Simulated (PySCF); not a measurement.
MnI2, SMILES [I][Mn][I] (connectivity only; charge and spin as stated), neutral, multiplicity 6.

The structure is a stationary point at PBE0-D3(BJ)/def2-SVP. The multiplicity is an assumed one; other spin states were not compared. The def2 effective core potentials stand for the cores of I; spin–orbit coupling is left out.

The numbers are results of PBE/def2-TZVPD in PySCF, not measurements.

Isolated molecule, no solvent.

### Question
Estimate the frontier levels, dipole moment and polarisability. (An estimate is asked for; the answer gives what the named calculation found.)

### Answer

```
Property                                                           Value
-----------------------------------------------  -----------------------
α spin, highest occupied and lowest empty level       -6.39 and -2.23 eV
β spin, highest occupied and lowest empty level       -6.80 and -4.42 eV
dipole moment                                                     0.00 D
mean static polarisability                        117.6 bohr³ (17.42 Å³)
polarisability, principal values                 83.6, 83.6, 185.4 bohr³
⟨S²⟩                                             8.769 (pure state 8.75)
```
